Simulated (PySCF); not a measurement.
MK cations for M along the alkali metals

PBE with double-zeta basis sets in PySCF, for the lowest determinant that a PBE0 search found; no spin–orbit coupling. De refers to high-spin ground-configuration atoms (the charge goes to the atom of lower measured ionisation energy or higher electron affinity, which is not always the lowest computed limit). A positive dipole points towards K; it is taken about the centre of mass and depends on that origin.

| M | basis | charged atom | state (unpaired electrons) | Re (Å) | ωe (cm⁻¹) | De (eV) | μ (D) |
| --- | --- | --- | --- | --- | --- | --- | --- |
| Li | aug-pcseg-1 | K+ | doublet (σ ↑) | 3.876 | 139 | 0.58 | -3.63 |
| Na | pcseg-1 | K+ | doublet (σ ↑) | 4.116 | 84.1 | 0.61 | 0.17 |
| K | x2c-SVPall | K+ | doublet (σ ↑) | 4.637 | 62.5 | 0.87 | n/a |
| Rb | def2-SVP | Rb+ | doublet (σ ↑) | 4.800 | 48.1 | 0.75 | 3.74 |
| Cs | def2-SVP | Cs+ | doublet (σ ↑) | 5.026 | 44.5 | 0.60 | 4.67 |

(1) By what factor does the well depth vary along the series?

The rows differ in basis set, which adds steps of its own.

Down a group the atoms grow and get heavier, so bonds lengthen and wavenumbers fall; this series shows no clear exception.

Spin–orbit coupling is left out. For an ion De counts to the pair picked by the measured ionisation energies or electron affinities, which need not be the lowest pair at this level. States were picked by a PBE0 search and need not be the measured ground states.

Results:

(1) At PBE it runs from 0.58 eV (KLi⁺) to 0.87 eV (K₂⁺), a factor of 1.50.
